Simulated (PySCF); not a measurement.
C2H5In. Atoms are numbered in the order given.

```xyz
8

In    -0.0237    -0.5860     0.0000
H     -1.7497    -0.8731     0.0000
H      1.1405    -1.8872     0.0000
C      0.5862     1.4906     0.0000
C     -0.3257     2.4862     0.0000
H      1.6570     1.7674     0.0000
H     -0.0374     3.5551     0.0000
H     -1.4133     2.2889     0.0000
```

Geometry optimised at PBE-D3(BJ)/def2-SVP. The def2 effective core potentials stand for the cores of In; spin–orbit coupling is left out.

All values below come from PBE/def2-TZVPD in PySCF.

Mulliken values depend strongly on the basis, most of all with diffuse functions as here. ESP charges are fitted to the potential on shells at 1.4 to 2.0 van der Waals radii. Atomic charges (e):

| atom | ESP fit | Mulliken |
|---|---|---|
| In1 | 0.65 | 0.38 |
| H2 | -0.22 | -0.16 |
| H3 | -0.23 | -0.15 |
| C4 | -0.26 | -0.34 |
| C5 | -0.36 | -0.38 |
| H6 | 0.11 | 0.25 |
| H7 | 0.17 | 0.19 |
| H8 | 0.15 | 0.23 |
